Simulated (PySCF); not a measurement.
PySCF was given this input:
```python
from pyscf import gto, scf, dft

mol = gto.M(
    atom='''
C     1.20375736   -0.11633576    0.01209633
O    -0.02342911    0.46081830   -0.13995856
C    -1.18692692   -0.21469587    0.08844375
H     1.18320292   -1.16278172    0.33135107
H     1.80128557    0.50368662    0.71025579
H     1.76939206    0.00272769   -0.93382947
H    -1.06027273   -1.25508521    0.40299733
H    -1.81952555   -0.14493143   -0.81921600
H    -1.78763204    0.35602751    0.82486925
''',
    basis='def2-svpd',
    charge=1,
    spin=1,
    verbose=4,
)

mf = dft.UKS(mol)
mf.xc = 'wb97x'
mf.grids.atom_grid = (99, 590)
mf.grids.prune = None
mf.kernel()
```

What does this run give for the nuclear repulsion energy, <S^2>, Mulliken (on the basis functions themselves) charges in atom order, number of basis functions, HOMO energy, total energy?


```
Quantity                                                                                                                                      Result
------------------------------------------------------------------  --------------------------------------------------------------------------------
nuclear repulsion energy                                                                                                                  84.6612 Eh
<S^2>                                                                                                                                          0.755
Mulliken (on the basis functions themselves) charges in atom order  C1 0.59, O2 -0.46, C3 0.59, H4 0.03, H5 0.06, H6 0.06, H7 0.03, H8 0.06, H9 0.06
number of basis functions                                                                                                                        111
HOMO energy                                                                                                                                -18.55 eV
total energy                                                                                                                            -154.5126 Eh
```

These values belong to the state on which the SCF converged, which isn't shown to be the lowest.

Roughly what does it cost on one core?

about 70 core-seconds (a rough figure).
